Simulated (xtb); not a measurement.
CH4ClNOSi2, SMILES O[Si@@]1(Cl)N=C[SiH2]1. All values are semi-empirical tight-binding results from xtb (GFN2-xTB unless named), good for trends rather than for accurate numbers. Geometry optimised at GFN2-xTB. The structure was generated by enumeration; whether it is a known compound was not checked. One conformer was computed; it need not be the lowest.

Optimised geometry:

```xyz
10

O      1.5081     0.0419    -1.3031
Si     0.4313    -0.0307    -0.0883
Cl     1.4176    -0.3575     1.6487
N     -0.5404     1.4739     0.0124
C     -1.7064     1.1155    -0.3611
Si    -1.6671    -0.7743    -0.7509
H      2.1570     0.7430    -1.3519
H     -2.4822     1.8726    -0.4164
H     -2.5334    -1.5450     0.1420
H     -1.9837    -1.0702    -2.1481
```
Charge 0, spin multiplicity 1.

The orbital gap is 2.08 eV and the dipole moment is 2.65 D. The zero-point energy is 32.1 kcal/mol and the G − E(el) at 298.15 K (modified RRHO) is 11.0 kcal/mol. The static polarisability (D4 model) comes out as 87.8 bohr³ and the solvation energy, GFN2-xTB/ALPB(water) is -6.3 kcal/mol. The solvation energy, GFN2-xTB/ALPB(octanol) comes out as -7.6 kcal/mol.

Computed atomic charges and the Wiberg bond orders between heavy atoms:
charges (e) O1 -0.48, Si2 0.54, Cl3 -0.25, N4 -0.36, C5 -0.04, Si6 0.39, H7 0.32, H8 0.03, H9 -0.08, H10 -0.07. Bond orders O1–Si2 1.17, Si2–Cl3 1.02, Si2–N4 0.94, N4–C5 1.96, Si2–Si6 0.76, C5–Si6 0.89.
